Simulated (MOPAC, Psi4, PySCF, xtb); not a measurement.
Torsional profile of C3H6Ge, SMILES C#C[CH2][GeH3]. Scanned: dihedral C2–C3–Ge4–H8; all other coordinates were relaxed at GFN2-xTB. Heavy atoms are numbered in the order of the SMILES C#C[CH2][GeH3], hydrogens after them in the order of the atoms that carry them; the mirror image has the same energies with the sign of each dihedral reversed.

Levels: RKS-B3LYP/6-31G* = restricted B3LYP/6-31G*, spherical d // GFN2-xTB (PySCF); GFN1-xTB // GFN2-xTB (xtb); PM7, restricted, heats of formation // GFN2-xTB (MOPAC); MP2/cc-pVTZ = DF-MP2 (frozen core)/cc-pVTZ // GFN2-xTB run with Psi4 1.11.

Energies relative to the lowest point of each profile, in kJ/mol; the last columns give the difference from MP2:

```json
[
 {"φ / °": "0", "RKS-B3LYP/6-31G*": "5.79", "GFN1-xTB": "6.63", "PM7": "3.01", "MP2/cc-pVTZ": "6.63", "RKS-B3LYP/6-31G* − MP2/cc-pVTZ": "-0.84", "GFN1-xTB − MP2/cc-pVTZ": "0.01", "PM7 − MP2/cc-pVTZ": "-3.61"},
 {"φ / °": "10", "RKS-B3LYP/6-31G*": "5.40", "GFN1-xTB": "6.16", "PM7": "2.81", "MP2/cc-pVTZ": "6.17", "RKS-B3LYP/6-31G* − MP2/cc-pVTZ": "-0.78", "GFN1-xTB − MP2/cc-pVTZ": "-0.02", "PM7 − MP2/cc-pVTZ": "-3.36"},
 {"φ / °": "20", "RKS-B3LYP/6-31G*": "4.31", "GFN1-xTB": "4.87", "PM7": "2.21", "MP2/cc-pVTZ": "4.92", "RKS-B3LYP/6-31G* − MP2/cc-pVTZ": "-0.60", "GFN1-xTB − MP2/cc-pVTZ": "-0.04", "PM7 − MP2/cc-pVTZ": "-2.71"},
 {"φ / °": "30", "RKS-B3LYP/6-31G*": "2.85", "GFN1-xTB": "3.18", "PM7": "1.44", "MP2/cc-pVTZ": "3.24", "RKS-B3LYP/6-31G* − MP2/cc-pVTZ": "-0.39", "GFN1-xTB − MP2/cc-pVTZ": "-0.06", "PM7 − MP2/cc-pVTZ": "-1.81"},
 {"φ / °": "40", "RKS-B3LYP/6-31G*": "1.41", "GFN1-xTB": "1.55", "PM7": "0.66", "MP2/cc-pVTZ": "1.59", "RKS-B3LYP/6-31G* − MP2/cc-pVTZ": "-0.18", "GFN1-xTB − MP2/cc-pVTZ": "-0.05", "PM7 − MP2/cc-pVTZ": "-0.93"},
 {"φ / °": "50", "RKS-B3LYP/6-31G*": "0.38", "GFN1-xTB": "0.40", "PM7": "0.17", "MP2/cc-pVTZ": "0.42", "RKS-B3LYP/6-31G* − MP2/cc-pVTZ": "-0.04", "GFN1-xTB − MP2/cc-pVTZ": "-0.02", "PM7 − MP2/cc-pVTZ": "-0.25"},
 {"φ / °": "60", "RKS-B3LYP/6-31G*": "0.00", "GFN1-xTB": "0.00", "PM7": "0.00", "MP2/cc-pVTZ": "0.00", "RKS-B3LYP/6-31G* − MP2/cc-pVTZ": "0.00", "GFN1-xTB − MP2/cc-pVTZ": "0.00", "PM7 − MP2/cc-pVTZ": "0.00"},
 {"φ / °": "70", "RKS-B3LYP/6-31G*": "0.35", "GFN1-xTB": "0.47", "PM7": "0.24", "MP2/cc-pVTZ": "0.43", "RKS-B3LYP/6-31G* − MP2/cc-pVTZ": "-0.08", "GFN1-xTB − MP2/cc-pVTZ": "0.04", "PM7 − MP2/cc-pVTZ": "-0.19"},
 {"φ / °": "80", "RKS-B3LYP/6-31G*": "1.37", "GFN1-xTB": "1.66", "PM7": "0.83", "MP2/cc-pVTZ": "1.61", "RKS-B3LYP/6-31G* − MP2/cc-pVTZ": "-0.25", "GFN1-xTB − MP2/cc-pVTZ": "0.04", "PM7 − MP2/cc-pVTZ": "-0.79"},
 {"φ / °": "90", "RKS-B3LYP/6-31G*": "2.78", "GFN1-xTB": "3.27", "PM7": "1.57", "MP2/cc-pVTZ": "3.23", "RKS-B3LYP/6-31G* − MP2/cc-pVTZ": "-0.46", "GFN1-xTB − MP2/cc-pVTZ": "0.04", "PM7 − MP2/cc-pVTZ": "-1.66"},
 {"φ / °": "100", "RKS-B3LYP/6-31G*": "4.24", "GFN1-xTB": "4.91", "PM7": "2.31", "MP2/cc-pVTZ": "4.89", "RKS-B3LYP/6-31G* − MP2/cc-pVTZ": "-0.65", "GFN1-xTB − MP2/cc-pVTZ": "0.02", "PM7 − MP2/cc-pVTZ": "-2.58"},
 {"φ / °": "110", "RKS-B3LYP/6-31G*": "5.34", "GFN1-xTB": "6.15", "PM7": "2.84", "MP2/cc-pVTZ": "6.14", "RKS-B3LYP/6-31G* − MP2/cc-pVTZ": "-0.80", "GFN1-xTB − MP2/cc-pVTZ": "0.01", "PM7 − MP2/cc-pVTZ": "-3.30"}
]
```

RKS-B3LYP/6-31G* is furthest from MP2/cc-pVTZ at 0 (-0.84 kJ/mol, below); its mean absolute difference over the points is 0.42 kJ/mol.

GFN1-xTB is furthest from MP2/cc-pVTZ at 30 (-0.06 kJ/mol, below); its mean absolute difference over the points is 0.03 kJ/mol.

PM7 is furthest from MP2/cc-pVTZ at 0 (-3.61 kJ/mol, below); its mean absolute difference over the points is 1.77 kJ/mol.
